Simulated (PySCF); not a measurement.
C2H4N, SMILES [CH]=NC, multiplicity 2. Atoms are numbered in the order given.

```xyz
7

C     -0.0626    -1.3134     0.0000
N      0.4565    -0.2178     0.0000
C     -0.1441     1.1103     0.0000
H     -1.1188    -1.6270     0.0000
H      0.2006     1.6518    -0.8810
H      0.2006     1.6518     0.8810
H     -1.2381     1.0667     0.0000
```
Charge 0, spin multiplicity 2.

Geometry: B3LYP-D3(BJ)/def2-TZVP. The isomer is the one that the SMILES or the coordinates give; other isomers of the formula were not compared.

Method: PBE/pcH-1 (PySCF).

Unrestricted Kohn–Sham, ⟨S²⟩ = 0.753. Hyperfine tensors hold the contact and dipolar terms, without spin-orbit corrections.

### Question
Estimate the hyperfine couplings. (An estimate is asked for; the answer gives what the named calculation found.)

### Answer

```tsv
nucleus	A(iso) (MHz)	A(iso) (G)	dipolar principal values (MHz)
13C no. 1	500.6	178.6	-49.4, -40.0, 89.4
14N no. 2	109.0	38.9	-11.5, -5.7, 17.2
13C no. 3	125.7	44.9	-9.7, -9.1, 18.8
1H no. 4	217.7	77.7	-17.5, -4.9, 22.4
1H no. 5	-11.6	-4.1	-5.5, -3.5, 9.0
1H no. 6	-11.6	-4.1	-5.5, -3.5, 9.0
1H no. 7	12.6	4.5	-6.6, -0.7, 7.3
```

### Question
And the g tensor (effective nuclear charges for spin-orbit coupling, GIAO)? (Estimate from the structure and the level; the computed values follow.)

### Answer
principal values 1.9992, 2.0022, 2.0030; isotropic 2.0015.
